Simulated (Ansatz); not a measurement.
The cluster Sc3N3, relaxed as a singlet with RKS PBE-D4/def2-SVP in Ansatz, starting from the GFN2-xTB geometry. Force threshold 0.02 eV/Å.

The restricted singlet is unstable towards broken spin symmetry at other levels; at PBE-D4/def2-SVP this wasn't settled. Another isomer (singlet) lies 9.18 eV lower at PBE0-D4/def2-TZVP; other spin states weren't run for this one.

Start:

```xyz
6

Sc    0.690   -0.488   -0.240
Sc    3.397   -2.385   -0.764
Sc   -1.986    1.369    0.370
N     4.869   -3.433   -1.030
N    -3.831    2.139    0.481
N    -3.138    2.798    1.181
```

| step | energy (eV) | largest force component (eV/Å) | SCF passes |
| --- | --- | --- | --- |
| 1 | -66528.6523 | 3.461 | 177 |
| 2 | -66529.0462 | 1.638 | 91 |
| 3 | -66529.1418 | 0.546 | 83 |
| 4 | -66529.2122 | 0.538 | 71 |
| 5 | -66529.2838 | 0.471 | 56 |
| 6 | -66529.3353 | 0.465 | 53 |
| 7 | -66529.3612 | 0.137 | 55 |
| 8 | -66529.3881 | 0.507 | 61 |
| 9 | -66529.4545 | 0.826 | 57 |
| 10 | -66529.6490 | 0.792 | 55 |
| 11 | -66529.7923 | 0.677 | 45 |
| 12 | -66529.8306 | 0.380 | 37 |
| 13 | -66529.8617 | 0.103 | 43 |
| 14 | -66529.8730 | 0.148 | 39 |
| 15 (rejected) | -66529.8581 | 0.936 | 43 |
| 16 | -66529.8782 | 0.096 | 37 |
| 17 | -66529.8786 | 0.270 | 39 |
| 18 (rejected) | -66529.8784 | 0.153 | 35 |
| 19 | -66529.8804 | 0.035 | 31 |
| 20 | -66529.8805 | 0.002 | 31 |
| 21 | -66529.8806 | 0.008 | 30 |

Force components are those of the run's own axes.

End:

```xyz
6

Sc    0.408   -0.297   -0.103
Sc    2.954   -2.076   -0.668
Sc   -1.400    0.980    0.311
N     4.295   -3.013   -0.958
N    -3.448    1.869    0.353
N    -2.810    2.538    1.065
```

By distances, no bond broke or formed. The bond that changes most is Sc1–Sc3, from 3.31 to 2.25 Å (atoms count from 1).

The force fell under the threshold at step 20, but the optimiser went on. No frequencies were taken in this run, so the end may be a saddle point.

It took 52 s on 4 threads of Arm Neoverse V2 on a shared host.
